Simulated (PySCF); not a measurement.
# Correlation energy of Si (silicon, neutral)

[Ne] 3s2 3p1 3d1, one real determinant (an excited configuration). Computed with PySCF 2.14 in dyall-acv3z (19s12p6d4f, 113 functions), with no relativity, point nucleus. Frozen: 1s2; 12 electrons correlated; the 18 highest virtual orbitals of each spin left out.

| level | correlation energy (mhartree) |
| --- | --- |
| CCSD | -385.25 |
| (T) | -25.02 |
| CCSD(T) | -410.27 |

Diagnostics: T1 = 0.041, D1 = 0.1961, largest double amplitude 0.463.

The real determinant used has ⟨L²⟩ near 8 against 12 for a pure F term, so it mixes terms. The outer electron is Rydberg-like, and this basis confines it to a smaller radius and binds it less than a complete one would. T1 exceeds 0.03, a sign that the reference determinant is poor. A double-excitation amplitude exceeds 0.15, a sign of near-degeneracy.

Cost of the coupled-cluster step: roughly 90 core-seconds, for 12 correlated electrons.

Iterations:

```
CC2 = 0
CCSD nocc = (np.int64(7), np.int64(5)), nmo = (94, 94)
frozen orbitals [[0, 95, 96, 97, 98, 99, 100, 101, 102, 103, 104, 105, 106, 107, 108, 109, 110, 111, 112], [0, 95, 96, 97, 98, 99, 100, 101, 102, 103, 104, 105, 106, 107, 108, 109, 110, 111, 112]]
max_cycle = 100
direct = 0
conv_tol = 1e-08
conv_tol_normt = 1e-06
diis_space = 8
diis_start_cycle = 0
Init t2, MP2 energy = -0.351568753429807
Init E_corr(UCCSD) = -0.351568753431138
cycle = 1  E_corr(UCCSD) = -0.364602287041684  dE = -0.0130335336  norm(t1,t2) = 0.0842399
cycle = 2  E_corr(UCCSD) = -0.370263170935139  dE = -0.00566088389  norm(t1,t2) = 0.0573283
cycle = 3  E_corr(UCCSD) = -0.377705468331524  dE = -0.0074422974  norm(t1,t2) = 0.0474508
cycle = 4  E_corr(UCCSD) = -0.380604799636986  dE = -0.00289933131  norm(t1,t2) = 0.0322317
cycle = 5  E_corr(UCCSD) = -0.3832145592777  dE = -0.00260975964  norm(t1,t2) = 0.0211961
cycle = 6  E_corr(UCCSD) = -0.383651176388344  dE = -0.000436617111  norm(t1,t2) = 0.0146503
cycle = 7  E_corr(UCCSD) = -0.385055147739195  dE = -0.00140397135  norm(t1,t2) = 0.0107154
cycle = 8  E_corr(UCCSD) = -0.385048397672647  dE = 6.75006655e-06  norm(t1,t2) = 0.00400159
cycle = 9  E_corr(UCCSD) = -0.385278507063733  dE = -0.000230109391  norm(t1,t2) = 0.00172656
cycle = 10  E_corr(UCCSD) = -0.385228886817221  dE = 4.96202465e-05  norm(t1,t2) = 0.000487961
cycle = 11  E_corr(UCCSD) = -0.385254917866634  dE = -2.60310494e-05  norm(t1,t2) = 0.000165904
cycle = 12  E_corr(UCCSD) = -0.38524582284587  dE = 9.09502076e-06  norm(t1,t2) = 5.57713e-05
cycle = 13  E_corr(UCCSD) = -0.385246689515544  dE = -8.66669674e-07  norm(t1,t2) = 1.75468e-05
cycle = 14  E_corr(UCCSD) = -0.385247219452382  dE = -5.29936838e-07  norm(t1,t2) = 5.94171e-06
cycle = 15  E_corr(UCCSD) = -0.385247235592032  dE = -1.61396499e-08  norm(t1,t2) = 1.8587e-06
cycle = 16  E_corr(UCCSD) = -0.385247264876246  dE = -2.92842132e-08  norm(t1,t2) = 5.75321e-07
cycle = 17  E_corr(UCCSD) = -0.385247255070847  dE = 9.80539872e-09  norm(t1,t2) = 1.55009e-07
UCCSD converged
E(UCCSD) = -288.9984968246354  E_corr = -0.3852472550708468
UCCSD(T) correction = -0.0250175588718733
```

The reference is one real determinant that mixes LS terms of this configuration.
